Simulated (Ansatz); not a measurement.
Stepwise reaction of `[F][Sn]([SH])([Cl])[Cl]` with hydrogen, as a gas-phase model of exchange steps in deposition or etching. ΔE in kJ/mol; ΔG adds harmonic PBE0-D4 terms to CCSD(T)/CBS, at 1 bar.

Calculated with Ansatz (gas phase, PBE0-D4/def2-TZVP geometries, no zero-point term in ΔE). CCSD(T)/CBS adds triple-zeta CCSD(T) − MP2 to the extrapolated MP2 energy (def2 sets, frozen cores). This one scheme is used for every species. DFT in def2-TZVPP. B3LYP here is the variant with VWN-RPA as its local correlation; programs differ in this. Elements past krypton have def2 core potentials. For Sn outer-core shells are correlated without core-valence functions, which leaves a few kJ/mol of doubt a bond. One conformer a species, not always the lowest.

```json
{"step": "2", "reaction": "`[F][SnH]([SH])[Cl]` + H₂ → `[F][SnH2][SH]` + HCl", "PBE-D4": "72.3", "B3LYP-D4": "73.0", "ωB97M-V": "70.0", "CCSD(T)/CBS": "74.0", "ΔG(600 K)": "67.5"}
```

**Question.** Give the row of step 1, `[F][Sn]([SH])([Cl])[Cl]` + H₂ → `[F][SnH]([SH])[Cl]` + HCl. (Estimate.)

**Answer.** Computed: 
```json
{"step": "1", "reaction": "`[F][Sn]([SH])([Cl])[Cl]` + H₂ → `[F][SnH]([SH])[Cl]` + HCl", "PBE-D4": "62.3", "B3LYP-D4": "63.3", "ωB97M-V": "59.3", "CCSD(T)/CBS": "63.6", "ΔG(600 K)": "56.0"}
```

**Question.** By hand: ΔE of the 2 steps together at CCSD(T)/CBS.

**Answer.** (63.6) + (74.0) = 137.6 kJ/mol, or 68.8 kJ/mol a step.

In ΔE each step is higher than the one before. All are uphill at CCSD(T)/CBS. ΔG lies between 56.0 and 67.5 kJ/mol a step. PBE-D4 differs from CCSD(T)/CBS by -1.7 to -1.3 kJ/mol a step. Only this route is followed, and other bonds may react first. Isolated molecules leave out the surface, adducts and barriers. Largest T1 diagnostic: 0.013.
